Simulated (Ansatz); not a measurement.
**How methods differ on InF (SMILES [F][In])**

InF: 2 atoms, total charge 0, spin state singlet. SMILES: `[F][In]`. Geometry: a GFN2-xTB relaxation, a rough one for these elements and not checked as a minimum.

```csv
atom,x (Å),y (Å),z (Å)
F,0.0000,0.0000,0.0000
In,0.0000,0.0000,2.0255
```

Each level gives the electronic atomisation energy (eV). The values are calculated. Electronic energies at fixed atoms, without zero-point motion or spin-orbit coupling.

| level | kind | program | value (eV) | less FCI/STO-3G | CPU time (all runs) |
| --- | --- | --- | --- | --- | --- |
| HF/STO-3G | Hartree–Fock | Ansatz | 2.97 | -1.27 | 0.53 s |
| SVWN5/STO-3G | LDA | Ansatz | 7.14 | +2.90 | 1.7 s |
| BLYP/STO-3G | GGA | Ansatz | 6.47 | +2.23 | 3.2 s |
| r2SCAN/STO-3G | meta-GGA | Ansatz | 6.03 | +1.79 | 9.4 s |
| BHLYP/STO-3G | global hybrid | Ansatz | 4.85 | +0.61 | 2.2 s |
| wB97M-V/STO-3G | range-separated hybrid | Ansatz | 5.70 | +1.46 | 21 s |
| MP2/STO-3G | perturbation theory | Ansatz | 3.93 | -0.31 | 0.63 s |
| CCSDT(Q)/STO-3G | coupled cluster or CI | Ansatz | 4.29 | +0.05 | 2.8 s |
| FCI/STO-3G | exact in the basis | Ansatz | 4.24 | 0.00 | 1.2 s |

FCI/STO-3G is exact within its basis and frozen core, so for wave-function methods in that basis the difference is their error; functionals converge differently with the basis, so for them it is only a difference. All-electron rows without a relativistic Hamiltonian named are non-relativistic. The values span 2.97 to 7.14 eV. All rows use very small basis sets, so even the best lies far from the true value. In the correlated wave-function rows the outer d shell of In is correlated, in sets not made for it. Times are those of the runs behind each value, whatever else they computed, on shared processors of several kinds: orders of magnitude only.
